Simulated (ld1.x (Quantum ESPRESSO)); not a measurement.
# Cutoff test, lead, PAW

* Element: Pb
* Generator: ld1.x (Quantum ESPRESSO) 7.5
* Type: PAW
* Functional: PBE
* Relativity: scalar-relativistic
* Frozen core: [Kr] 4d10 4f14
* Valence charge: 22
* Reference configuration: 5s2 5p6 5d10 6s2 6p2
* Partial waves: 5s (bound): rcut 1.20, rcutus 1.50 bohr; 6s (bound): rcut 1.20, rcutus 1.50 bohr; 5p (bound): rcut 1.25, rcutus 1.70 bohr; 6p (bound): rcut 1.25, rcutus 1.70 bohr; 5d (bound): rcut 1.55, rcutus 1.90 bohr; 5d channel at -0.45 Ry: rcut 1.55, rcutus 1.90 bohr
* Local potential: all-electron potential smoothed inside 1.90 bohr (lloc = -2)
* Core correction: Bessel-smoothed model core, default radius (core density twice the valence density)
* Augmentation charge: BESSEL, radius 1.00 bohr

The pseudo-atom Hamiltonian at the reference potential is diagonalised in spherical Bessel functions j_l(qr) that vanish at 20 bohr, with q² up to the cutoff. All-electron valence levels (Ry): 5s -10.5956, 6s -0.8849, 5p -6.3087, 6p -0.2571, 5d -1.5565.

Problem. How do the lowest levels (Ry) of each channel move with the cutoff, and are there ghosts?

Solution.

```tsv
cutoff (Ry)	s #1	s #2	s #3	p #1	p #2	p #3	d #1	f #1	Σ f·Δε (mRy)
8	-9.6438	-0.5548	-0.0179	-5.2038	-0.1091	0.0415	-0.7440	0.1025	17627.3
15	-10.4310	-0.7067	-0.0294	-6.1682	-0.1642	0.0320	-1.3840	0.1025	3453.8
30	-10.5940	-0.8482	-0.0395	-6.3072	-0.2092	0.0264	-1.5559	0.1025	201.0
45	-10.5951	-0.8853	-0.0420	-6.3084	-0.2554	0.0216	-1.5569	0.1025	15.2
70	-10.5956	-0.8866	-0.0421	-6.3088	-0.2576	0.0215	-1.5572	0.1025	2.3
100	-10.5957	-0.8868	-0.0421	-6.3088	-0.2579	0.0214	-1.5572	0.1025	0.5
400	-10.5957	-0.8869	-0.0421	-6.3088	-0.2580	0.0214	-1.5572	0.1025	0.0
```

Result: no extra level below or beside the all-electron valence levels (s, p, d, f tested); 10 mRy is reached at 50 Ry and 1 mRy at 80 Ry.
